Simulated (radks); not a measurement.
Initial-state core-level shifts of the holmium ion Ho+ when its valence configuration changes from [Xe] 4f11 6s1. Calculated with a radial shooting solver on a logarithmic mesh with Libxc functionals: scalar-relativistic Kohn-Sham, r2SCAN, spin-polarised, spherical densities, finite nucleus; open shells are filled with parallel spins first (spin-orbit coupling, left out, can overturn this in heavy ions); meta-GGA in the generalised Kohn-Sham scheme; Fermi nuclear charge, rms radius 5.2022 fm. Shifts are changes of the shell-averaged eigenvalues in eV (positive: less bound); the change of the density at the nucleus, which sets a Mossbauer isomer shift, is in e/bohr^3, on a base of 8.47e+05.

| valence | 1s | 4s | 4p | 5p | density at nucleus |
|---|---|---|---|---|---|
| 4f10 5d1 6s1 | -6.495 | -7.437 | -7.280 | -3.110 | +37.07 |
| 4f10 6s2 | -9.028 | -10.018 | -9.872 | -5.540 | +86.75 |
| 4f11 6p1 | -1.376 | -1.346 | -1.350 | -1.400 | -37.09 |
| 4f8 5d1 6s1 6p2 | -30.101 | -33.152 | -32.513 | -16.447 | +150.35 |
| 4f10 6s1 6p1 | -10.077 | -11.056 | -10.911 | -6.568 | +43.24 |
| 4f10.5 6s1.5 | -4.311 | -4.788 | -4.723 | -2.736 | +39.23 |
| 4f8 5d3 6s1 | -21.739 | -24.718 | -24.072 | -8.864 | +129.64 |
| 4f11 5d1 | +1.592 | +1.635 | +1.647 | +1.691 | -39.13 |
| 4f9 5d1 6p2 | -18.988 | -20.978 | -20.611 | -10.968 | +37.24 |
